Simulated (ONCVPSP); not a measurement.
## cadmium, ONCV: configuration errors across variants

```
Element                 : Cd (Z = 48)
Generator               : ONCVPSP 4.0.1
Type                    : optimised norm-conserving Vanderbilt (ONCV)
Functional              : BLYP
Relativity              : scalar-relativistic
Frozen core             : [Ar] 3d10
Valence charge          : 20
Reference configuration : 4s2 4p6 4d10 5s2
Partial waves           : 4s+5s: rc 1.55 bohr, ncon 4, nbas 7, qcut 6.8 1/bohr, 2 projectors; 4p: rc 1.40 bohr, ncon 5, nbas 9, qcut 11.3 1/bohr, 1 projector; 4d: rc 1.35 bohr, ncon 4, nbas 9, qcut 11.3 1/bohr, 2 projectors, debl 1.6 Ha
Local potential         : polynomial inside 0.85 bohr (lpopt 5, dvloc0 4 Ha)
Core correction         : Teter function, fcfact 1.75, rcfact 1.1
```

All-electron excitation energies from the reference (eV): (1) 4s2 4p6 4d10 5s1 9.319; (2) 4s2 4p6 4d10 5s0 26.615; (3) 4s2 4p6 4d9 5s0 64.513; (4) 4s2 4p6 4d10 5s1.5 3.719.

Errors AE − PS in meV (a dash: test not solved or not reliable):

| change | (1) | (2) | (3) | (4) | bound ghosts | GHOST(+) flags above zero |
| --- | --- | --- | --- | --- | --- | --- |
| base | -2.1 | -8.4 | -13 | -0.7 | none | s |
| p: rc 0.98 | -2.1 | -8.4 | -13 | -0.7 | none | s |
| p: rc 1.1 | -2.1 | -8.4 | -13 | -0.7 | none | s |
| p: rc 1.32 | -2.2 | -8.4 | -13 | -0.8 | none | s |
| p: rc 1.54 | -2.2 | -8.5 | -12 | -0.8 | none | s |
| p: rc 1.72 | -2.2 | -8.5 | -12 | -0.8 | none | s |
| p: rc 2.02 | -2.2 | -8.5 | -10 | -0.8 | none | s |

(1) Give the same row for: p: rc 1.84.

## Answers

(1) -2.2, -8.5, -12, -0.8; bound ghosts: none; GHOST(+) flags above zero: s.
